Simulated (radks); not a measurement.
Q: Species: the titanium ion Ti2+. Configuration: [Ne] 3s1.75 3p6 3d2 4d0.25 (fractional occupations, a model configuration). Calculated with a radial shooting solver on a logarithmic mesh with Libxc functionals: scalar-relativistic Kohn-Sham, PBEsol, spin-polarised, spherical densities, finite nucleus; open shells are filled with parallel spins first; Fermi nuclear charge, rms radius 3.5921 fm. Some entries of the table are withheld. Estimate them.

| orbital | occ. | eigenvalue (Ry) | <r^2> (bohr^2) |
|---|---|---|---|
| 1s up | 1 | -358.8715 | 0.006523 |
| 1s down | 1 | -358.8639 | 0.006523 |
| 2s up | 1 | -40.83854 | 0.1252 |
| 2s down | 1 | -40.78158 | 0.1249 |
| 2p up | 3 | -34.05331 | 0.1039 |
| 2p down | 3 | -34.00738 | 0.1036 |
| 3s up | 1 | -6.03273 | 1.159 |
| 3s down | 0.75 | -5.85707 | 1.163 |
| 3p up | 3 | (1) | 1.357 |
| 3p down | 3 | (2) | 1.365 |
| 3d up | 2 | -1.67902 | 2.336 |
| 3d down | 0 | -1.51754 | 2.434 |
| 4d up | 0.25 | -0.57348 | 28.02 |

A: 
(1) 3p up eigenvalue (Ry): -4.28372
(2) 3p down eigenvalue (Ry): -4.11106
